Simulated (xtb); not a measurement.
TeCl₄, SMILES Cl[Te](Cl)(Cl)Cl. All values are semi-empirical tight-binding results from xtb (GFN2-xTB unless named), good for trends rather than for accurate numbers. Geometry optimised at GFN2-xTB. The isomer is the one that the SMILES or the coordinates give; other isomers of the formula were not compared.

Optimised geometry:

Bonded distances (Å): Te1–Cl2 2.312, Te1–Cl3 2.450, Te1–Cl4 2.312, Te1–Cl5 2.450. Bond angles (°): Cl2–Te1–Cl3 85.2, Cl2–Te1–Cl4 108.0, Cl2–Te1–Cl5 85.2, Cl3–Te1–Cl4 85.2, Cl3–Te1–Cl5 163.7, Cl4–Te1–Cl5 85.2.
Charge 0, spin multiplicity 1.

Computed properties:
```
Item                                             Value
--------------------------------------  --------------
point group as xtb finds it                        C2v
orbital gap                                    3.46 eV
zero-point energy                         2.7 kcal/mol
G − E(el) at 298.15 K (modified RRHO)   -19.3 kcal/mol
static polarisability (D4 model)            98.5 bohr³
solvation energy, GFN2-xTB/ALPB(water)   -1.4 kcal/mol
solvation energy, GFN2-xTB/ALPB(thf)     -6.3 kcal/mol
```

Give the atomic charges and the Wiberg bond orders between heavy atoms. (An estimate is asked for; the answer gives what the named calculation found.)

charges (e) Te1 0.30, Cl2 0.02, Cl3 -0.17, Cl4 0.02, Cl5 -0.17. Bond orders Te1–Cl2 1.25, Te1–Cl3 1.05, Te1–Cl4 1.25, Te1–Cl5 1.05.
